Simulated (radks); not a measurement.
Initial-state core-level shifts of neutral nickel when its valence configuration changes from [Ar] 3d8 4s2. Calculated with a radial shooting solver on a logarithmic mesh with Libxc functionals: Dirac Kohn-Sham, BLYP, spin-unpolarised, spherical densities, point nucleus; open shells fill j = l - 1/2 first. Shifts are changes of the shell-averaged eigenvalues in eV (positive: less bound).

valence               1s       2p       3s       3p
3d7 4s2 4p1       -8.388   -9.071   -8.207   -8.028
3d9 4s1           +4.859   +5.385   +4.963   +4.837
3d8 4p2           -3.570   -3.388   -3.551   -3.557
3d7.5 4s1.5 4p1   -4.984   -5.251   -4.928   -4.846
3d10              +7.847   +8.707   +8.170   +7.967
3d8 4s1.5 4p0.5   -1.030   -0.981   -1.023   -1.025
3d7.5 4s2 4p0.5   -4.072   -4.378   -4.025   -3.942
3d9 4p1           +2.946   +3.600   +3.054   +2.914
3d6 4s2 4p2      -17.795  -19.426  -17.038  -16.632
